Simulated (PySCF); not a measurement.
## How methods differ on the ionisation energy of O(2+)

O(2+) [He] 2s2 2p2 [2p1/2^2, M_J = 0] → O(3+) [He] 2s2 2p1 [2p1/2^1, M_J = 1/2], as a difference of total energies. All numbers are calculated (PySCF 2.14, the two-component X2C-1e Hamiltonian, in x2c-TZVPPall-2c (5s3p2d1f, 31 functions)). Correlated levels: 1s2 frozen. "Screened" scales the spin-orbit matrix elements by Boettger's factors to mimic the two-electron term; Breit and QED terms are absent.

```csv
method,ionisation energy (eV)
GHF (spin-free),54.491
GMP2 (spin-free),54.964
GHF (screened spin-orbit),54.475
GMP2 (screened spin-orbit),54.949
```

Q: How much does correlation contribute at GMP2 (screened spin-orbit)?

A: 54.949 − (54.475) = 0.474 eV, measured against GHF (screened spin-orbit).

Errors of the correlated levels include the incompleteness of this basis and the frozen core.

The labels give the starting determinants; with spin-orbit coupling the two ends relaxed to ⟨J²⟩ = 1.99, ⟨L²⟩ = 2.00, ⟨S²⟩ = 2.00 and ⟨J²⟩ = 0.98, ⟨L²⟩ = 2.01, ⟨S²⟩ = 0.75.

The determinant of O(2+) mixes levels of different J (the jj label is only the starting occupation), so the difference between spin-free and spin-orbit rows is not the physical spin-orbit shift.

For comparison: 54.936 eV (semi-empirical (NIST evaluation); NIST Atomic Spectra Database, ionization energies).
